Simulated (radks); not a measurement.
Ar6+, configuration [Ne] 3s2 (the NIST ground configuration).

Method: scalar-relativistic Kohn-Sham, PBEsol, spin-polarised, spherical densities, finite nucleus; Fermi nuclear charge, rms radius 3.4274 fm; computed with a radial shooting solver on a logarithmic mesh with Libxc functionals.

Energy parts (Ry):
| part | energy |
|---|---|
| total | -1034.27224 |
| kinetic | 1039.99345 |
| electron-nucleus | -2367.11124 |
| Hartree | 346.71038 |
| exchange-correlation | -53.86484 |

Orbitals (lengths in bohr, moments of r in powers of bohr; <r^-3> diverges for s and p1/2; r(max) is where P^2 peaks; r(90%) holds 90 % of the orbital's charge):
| orbital | occ. | eigenvalue (Ry) | r(max) | r(90%) | <r^-3> | <r> |
|---|---|---|---|---|---|---|
| 1s | 2 | -237.7485 | 0.05612 | 0.153 | - | 0.08579 |
| 2s | 2 | -30.07316 | 0.3378 | 0.642 | - | 0.4116 |
| 2p | 6 | -25.21836 | 0.2793 | 0.616 | 128.9 | 0.3728 |
| 3s | 2 | -8.52221 | 1.076 | 1.74 | - | 1.186 |

The highest occupied level is 3s at -115.95 eV. For comparison, the ionisation energy in NIST's Atomic Spectra Database is 124.4 eV (semi-empirical). In exact Kohn-Sham theory the highest level is minus the ionisation energy, but local and semilocal functionals leave it too shallow, through self-interaction and a potential that decays too fast; potentials with the right tail come closer.
